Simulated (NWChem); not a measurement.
C₂H₅ClOSi; SMILES Cl[Si@@H]1CCO1

```xyz
10

Cl    -0.0067    -1.9357    -0.2815
Si     0.0413    -0.0630     0.6164
C     -1.1943     1.2025    -0.0292
C      0.0932     1.8962    -0.5637
O      1.1419     1.0031    -0.0568
H      0.2287    -0.3262     2.0619
H     -1.7319     1.7853     0.7237
H     -1.8921     0.8784    -0.8041
H      0.1476     1.9344    -1.6559
H      0.2543     2.8990    -0.1570
```
Atoms are numbered in this order, from 1.

Program: NWChem. Medium grid unless said otherwise, to which SCAN and Minnesota functionals are sensitive. Geometry: optimised at B3LYP/6-31G* (spherical d). Total energies of different functionals are on different scales.

```tsv
level	energy (Ha)	highest occupied level (eV)	orbital gap (eV)	dipole (D)
PBE/def2-TZVP	-903.7696	-6.85	5.95	2.34
B3LYP/def2-TZVP	-904.3315	-8.12	7.92	2.44
r2SCAN/def2-TZVP	-904.1549	-7.17	6.63	2.41
CAM-B3LYP/def2-TZVP	-904.2460	-9.78	10.80	2.50
BLYP/def2-TZVP	-904.2315	-6.74	5.99	2.35
PW6B95/def2-TZVP	-905.0959	(withheld)	(withheld)	2.45
```

Problem. Fill in the missing entries.

Solution. 
- PW6B95/def2-TZVP, highest occupied level (eV): -8.48
- PW6B95/def2-TZVP, orbital gap (eV): 8.48
